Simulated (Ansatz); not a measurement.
H₇NSi₂, triplet, at the geometry of the source list (a higher spin typed on purpose: for a closed-shell molecule this is an excited state); B3LYP/6-31G* (Ansatz, a quantum-chemistry and plane-wave program).

Here is a job for Ansatz.
Ansatz 0.2 input:
```yaml
crystal:
  periodic: [false, false, false]
  atoms:
    - {symbol: Si, position_ang: [1.50560000, -0.27340000, 0.36250000]}
    - {symbol: N, position_ang: [0.07130000, -0.10200000, -0.59140000]}
    - {symbol: Si, position_ang: [-1.52270000, 0.37580000, -0.11470000]}
    - {symbol: H, position_ang: [2.59990000, -0.41860000, -0.59790000]}
    - {symbol: H, position_ang: [1.62810000, 0.93790000, 1.16900000]}
    - {symbol: H, position_ang: [1.44940000, -1.45020000, 1.23920000]}
    - {symbol: H, position_ang: [0.10060000, -0.60610000, -1.46300000]}
    - {symbol: H, position_ang: [-2.20310000, -0.66720000, 0.66350000]}
    - {symbol: H, position_ang: [-2.24770000, 0.62060000, -1.36190000]}
    - {symbol: H, position_ang: [-1.38140000, 1.58310000, 0.69470000]}
basis:
  gaussian:
    orbitals: 6-31G*
hamiltonian:
  xc: b3lyp
magnetization: {spin_polarized: true, initial_magnetization: 2}
scf: {lower_state_search: off}
```

**Question.** Predict the main parts of the log of this Ansatz run.

**Answer.** 
```
Functional definition: B3LYP
these checks for a lower state are left out or cut short: stability, starts, cluster_reference, orbital_swaps, neighbouring_geometries, increment
691 factors; integrals over basis functions are off by at most 9.2e-4 eV
mean field evaluation 1: about -17349.0204 eV, gradient 3.5e1 eV
mean field evaluation 2: about -17338.2554 eV, gradient 5.7e1 eV
mean field evaluation 4: about -17354.2461 eV, gradient 3.3e0 eV
mean field evaluation 8: about -17354.5063 eV, gradient 1.2e-1 eV
mean field evaluation 16: about -17354.5065 eV, gradient 2.0e-4 eV
mean field -17354.50647028 eV, -637.7663494758 hartree, gradient 2.3e-6 eV, S^2 2.004887; 0 other end points of the search recorded, 0 dependent functions left out
reference -17354.50675141 eV, -637.7663598073 hartree; 22, 20 occupied and 45, 47 virtual orbitals, 691 factors
Total energy: -17354.50675141 eV, -637.7663598073 hartree
Checks for a lower state left out: stability, starts, cluster_reference, orbital_swaps, neighbouring_geometries, increment
```
